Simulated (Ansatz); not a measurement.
`[SiH3][Si]1([SiH3])BC1` + `F[SiH](Cl)Cl` → `F[Si]([SiH3])(Cl)Cl` + `[SiH3][SiH]1BC1`  (formal exchange of groups at the Si–Si bond)

Calculated with Ansatz (gas phase, PBE0-D4/def2-TZVP geometries, no zero-point term in ΔE). CCSD(T)/CBS is the MP2 limit (def2-TZVPP, def2-QZVPP) plus CCSD(T) − MP2 in def2-TZVPP, frozen cores. Functionals use def2-TZVPP.

```tsv
level	ΔE (kJ/mol)
PBE-D4	14.5
r2SCAN-D4	17.7
ωB97M-V	14.5
B2PLYP	17.0
r2SCAN	17.4
MP2/def2-TZVPP	23.0
CCSD/def2-TZVPP	18.8
MP2/CBS(def2)	21.1
```

(1) What does CCSD(T)/CBS give? (An estimate is asked.)

Largest T1 diagnostic among the species: 0.015.

Answers

(1) The calculation gave: +18.1 kJ/mol. The listed levels differ from it by -3.6, -0.4, -3.6, -1.1, -0.7, 4.9, 0.7, 3.0 kJ/mol.

In def2-TZVPP, CCSD(T) changes the Hartree–Fock value by +3.8 kJ/mol (the triples alone add +1.2 kJ/mol) and MP2 by +6.7 kJ/mol.
